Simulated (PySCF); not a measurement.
**Löwdin shares of the frontier orbitals**

SbCl3.
Structure used (PBE0-D3(BJ)/def2-SVP), in Å, numbered top down from 1:
```
atom  x, y, z in Å
Sb1    0.0256    0.0098    0.8706
Cl2    2.0492   -0.0391   -0.3525
Cl3   -1.0189    1.7945   -0.2700
Cl4   -1.0559   -1.7653   -0.2481
```

Method: TDDFT PBE0/def2-SVPD, vertical, gas phase, core orbitals frozen in the response, def2 core potentials past Kr in PySCF 2.14.0, density-fitted response routines. Spin–orbit coupling is left out.

Frontier orbitals with the atoms that hold most of them (Löwdin shares over 4%, at most four atoms; ? is withheld):

```
orbital  ε (eV)                               atoms
 LUMO+2   -2.14  Sb1 45%, Cl4 21%, Cl3 17%, Cl2 17%
 LUMO+1   -2.24  Sb1 58%, Cl3 20%, Cl2 13%, Cl4 10%
   LUMO   -2.27  Sb1 58%, Cl2 16%, Cl4 16%, Cl3 10%
   HOMO       ?  Sb1 32%, Cl2 23%, Cl3 23%, Cl4 22%
 HOMO-1   -9.33                                   ?
 HOMO-2   -9.46           Cl4 42%, Cl2 42%, Cl3 14%
 HOMO-3   -9.47           Cl3 53%, Cl2 24%, Cl4 21%
```

(1) Give the leading atoms of the HOMO-1.

(2) What is the HOMO energy, and the HOMO–LUMO gap?

Answers

(1) Cl2 (bonded to Sb) 35%; Cl4 (bonded to Sb) 34%; Cl3 (bonded to Sb) 31%.

(2) ε(HOMO) = -8.76 eV; the gap is 6.49 eV (0.2384 hartree).

Question: The HOMO–LUMO gap is 6.49 eV. Where does the response calculation put the lowest singlet, and from which orbitals?

Answer: S1 is at 5.43 eV (f = 0.041), 1.06 eV below the gap, made of HOMO→LUMO (69%), HOMO→LUMO+2 (17%). Without the coupling terms of the response equations the lowest excitation would equal the gap.

Next come S2 at 5.46 eV (f 0.041), HOMO→LUMO+1 (48%), HOMO→LUMO+2 (31%); S3 at 5.46 eV (f 0.045), HOMO→LUMO+2 (50%), HOMO→LUMO+1 (32%); S4 at 5.74 eV (f 0.0041), HOMO-1→LUMO (65%), HOMO-2→LUMO (10%); S5 at 5.77 eV (f 0.0023), HOMO-1→LUMO+1 (37%), HOMO-1→LUMO+2 (28%), HOMO-3→LUMO (22%).

Orbitals of the list HOMO-3 to LUMO+2 that lie within 0.01 eV of each other are written together with a slash and their weights summed (≥ marks a lower bound); for degenerate orbitals outside that list single weights are arbitrary.

Löwdin shares depend on the basis, the more so with diffuse functions.
